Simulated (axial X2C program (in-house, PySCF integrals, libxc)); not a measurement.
**Spectroscopic constants of GaB**

All values were computed with an in-house all-electron X2C program for linear molecules (integrals from PySCF). Spin-free means the one-electron spin-free X2C Hamiltonian; two-component (2c) means X2C with spin–orbit coupling and atomic mean-field two-electron Coulomb and Gaunt terms, so the difference of the two also holds small scalar two-electron terms. Basis: Ga dyall-cv3z [9s9p7d4f1g], B dyall-v3z [7s6p2d1f] (cores contracted in-house); Gaussian nuclei, density fitting, unrestricted open shells. Masses: Ga 68.926 u, B 11.009 u.

State, spin-free: M_S = 1, Λ = 0 (beyond evenly filled blocks: π+α, π-α); electrons by block: σα: 9, σβ: 9, π+α: 4, π+β: 3, π-α: 4, π-β: 3, δ+α: 1, δ+β: 1, δ-α: 1, δ-β: 1. Fragments: Ga + B.

State, 2c: Ω = 1 (⟨Sz⟩ = 1.00, ⟨Lz⟩ = 0.00 at PBE0); electrons by block: 1/2: 12, -1/2: 13, 3/2: 5, -3/2: 4, 5/2: 1, -5/2: 1. Fragments: Ga + B.

```csv
Hamiltonian,level,Re (Å),ωe (cm⁻¹),αe (cm⁻¹),De (eV),μ (D)
spin-free,PBE0,2.026,532.8,0.00425,1.95,-1.77
spin-free,HF,2.017,539.2,0.00484,0.934,-2.13
spin-free,CCSD,2.071,504.4,0.00397,1.35,n/a
spin-free,CCSD(T),2.075,507.3,0.00395,1.53,n/a
spin-free,r2SCAN0,2.001,553.8,0.00452,1.97,-1.55
2c,PBE0,2.026,531.9,0.00426,n/a,-1.78
2c,r2SCAN0,2.001,553.2,0.00452,n/a,-1.56
```

Correlated methods: 6 electrons correlated (number of frozen shells: Ga 3 s, 2 p, 1 d; B 1 s), 238 virtual spin orbitals or spinors in MP2, 89 natural virtuals in coupled cluster.

Dipoles are positive if B is the positive end.

One determinant describes the state; a PBE0 search over occupations chose it and may have missed a lower one. Dissociation energies refer to the lowest single-determinant-based atoms at the same level and basis. De is not given where an atomic determinant may have missed its ground term or J level, or where the truncated virtual space spoils (T). Density functionals use the spin component along the axis (collinear). CCSD and (T) use frozen natural virtuals with an MP2 correction for the truncation; (T) itself is uncorrected, so its De runs slightly low. Other states lie close and PBE0, whose exact exchange favours high spin, may order them wrongly; the determinant shown need not be the ground state. The nearest other spin-free determinant of the search, M_S = 1, Λ = 1, lies 0.21 eV up at the distance of the search. Without a current term, density functionals place determinants with orbital angular momentum somewhat too high. With several unpaired electrons one determinant need not be a pure state. Open-shell Ω = 0 determinants with evenly filled partner blocks cannot be reached by this program, so the Ω shown need not be the lowest component. This is the Ω = 1 component of a π² triplet; the 0⁺ component is not one determinant and can lie lowest. The determinant is spin-polarised beyond a pure state at some levels (its spin-free form has ⟨S²⟩ too high), which makes Re and μ there less reliable. The T1 diagnostic is large, a sign of multireference character. The stretched end of a curve changes character and is left out. With the outer-core shells frozen, correlated bond lengths of heavy atoms tend to come out a few hundredths of an ångström too long.

No reliable constants came from CCSD (2c), CCSD(T) (2c), HF (2c), MP2 (2c), MP2 (spin-free): no minimum in range, unconverged points, a curve that is not smooth, a change of character along it, or the two Hamiltonians disagreeing along it.

Rough cost a point (2c) on 1 thread(s) of a shared host, integrals apart: PBE0 1 s, r2SCAN0 1.2 s.

The whole task took 2.8 min on 1 thread of Intel(R) Xeon(R) Processor @ 2.30GHz, on a shared host.
